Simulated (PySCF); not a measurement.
A species of formula C2H10AlAs has this rotational fingerprint, computed with PBE0-D3(BJ)/def2-SVP geometry optimisation, gas phase (PySCF 2.14.0):

```
Rotational constants : A = 9118, B = 1472, C = 1331 MHz
Dipole components    : |μa| = 5.09 D, |μb| = 0.84 D, |μc| = 0.00 D
Inertial defect      : -19.11 u·Å²
κ                    : -0.96
```

Question: Which structure is it? (One computed conformer of each.)
A. `[CH3:1][CH2:2][AsH2+:3][AlH3-:4]` with C1–C2–As3–Al4 180°
B. `[CH3:1][CH2:2][AlH2-:3][AsH3+:4]` with C1–C2–Al3–As4 -56°
C. `[H][As+:3]([H])([AlH2-:2][CH3:1])[CH3:4]` with C1–Al2–As3–C4 179°

Answer: A. It is CC[AsH2+][AlH3-], a near-prolate asymmetric top. The candidates at the same level (rigid rotor, commonest isotopes):

| SMILES | A (MHz) | B (MHz) | C (MHz) | μa (D) | μb (D) | μc (D) | Δ (u·Å²) | point group | rotor |
| --- | --- | --- | --- | --- | --- | --- | --- | --- | --- |
| CC[AsH2+][AlH3-] | 9118 | 1472 | 1331 | 5.09 | 0.84 | 0.00 | -19.11 | – | near-prolate asymmetric top |
| C[CH2][AlH2-][AsH3+] | 4727 | 1567 | 1267 | 2.73 | 2.34 | 0.48 | -30.62 | C1 | asymmetric top |
| [CH3][AlH2-][AsH2+]C | 7303 | 1504 | 1309 | 3.84 | 1.79 | 0.02 | -19.09 | near Cs | near-prolate asymmetric top |

`[CH3][AlH2-][AsH2+]C` has A 20 % too low; `C[CH2][AlH2-][AsH3+]` has A 48 % too low. No structure here is proved a minimum.
